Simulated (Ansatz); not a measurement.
Basis-set extrapolation for `O=CO[SiH2]F` (PBE0-D4/def2-TZVP geometry, frozen core, the Gaussian-basis code of Ansatz). Multiplicity 1, RHF reference.

```json
{"": "HF", "def2-TZVPP": "-577.974939", "def2-QZVPP": "-577.998138"}
{"": "MP2 correlation", "def2-TZVPP": "-0.983144", "def2-QZVPP": "-1.064871"}
{"": "CCSD(T) correlation", "def2-TZVPP": "-1.036691", "def2-QZVPP": "not run"}
```

Energies in hartree. Use E(X) = E(∞) + A·exp(−7.88·√X) for Hartree–Fock and E(X) = E(∞) + B·X^(−2.97) for correlation, with X = 3 and 4, and add CCSD(T) minus MP2 of the smaller set to the MP2 limit.

Task: What is the CCSD(T) energy at the basis-set limit?

Result: HF limit: -577.998138 + (-0.023199) × 0.13774 = -578.00133. MP2 limit: -1.064871 + (-0.081727) × 0.74074 = -1.12541. Higher-order term: -1.036691 − (-0.983144) = -0.05355. Total: -579.18029 hartree, 4.59 eV below CCSD(T)/def2-TZVPP.
